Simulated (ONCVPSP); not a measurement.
## Reading a pseudo-wave (P (Z = 15))

Columns: radius, all-electron u(r) and pseudo u(r) of the 3s shell (level -13.97 eV) of phosphorus in the configuration [Ne] 3s2 3p3; PBE, scalar-relativistic, ONCV scheme, ONCVPSP 4.0.1.

```
r (bohr)  all-electron  pseudo
   0.080        0.1670  0.0295
   0.160       -0.0699  0.0615
   0.240       -0.2763  0.0967
   0.320       -0.3682  0.1336
   0.400       -0.3586  0.1712
   0.480       -0.2797  0.2098
   0.560       -0.1611  0.2518
   0.640       -0.0249  0.2990
   0.720        0.1137  0.3504
   0.800        0.2454  0.4033
   0.880        0.3645  0.4547
   0.960        0.4685  0.5047
   1.040        0.5564  0.5555
   1.120        0.6287  0.6091
   1.200        0.6863  0.6639
   1.280        0.7301  0.7144
   1.360        0.7613  0.7541
   1.440        0.7812  0.7793
   1.520        0.7912  0.7911
   1.600        0.7927  0.7927
   1.680        0.7871  0.7871
   1.760        0.7755  0.7755
   1.840        0.7590  0.7590
   1.920        0.7387  0.7386
   2.000        0.7153  0.7153
   2.080        0.6897  0.6897
```

(1) How many radial nodes do the two functions have?

(2) At about which radius was the pseudo-wave matched?

(3) Is the pseudo-wave norm-conserving?

## Answers

(1) The all-electron 3s function has n − l − 1 = 2; the pseudo-wave has 0, since the states of the same l below it are removed with the core.

(2) 1.60 bohr, where the columns begin to agree (steps of 0.08 bohr).

(3) Yes: the ONCV scheme keeps the norm inside the radius equal to the all-electron one, which fixes the energy derivative of the logarithmic derivative at the level.
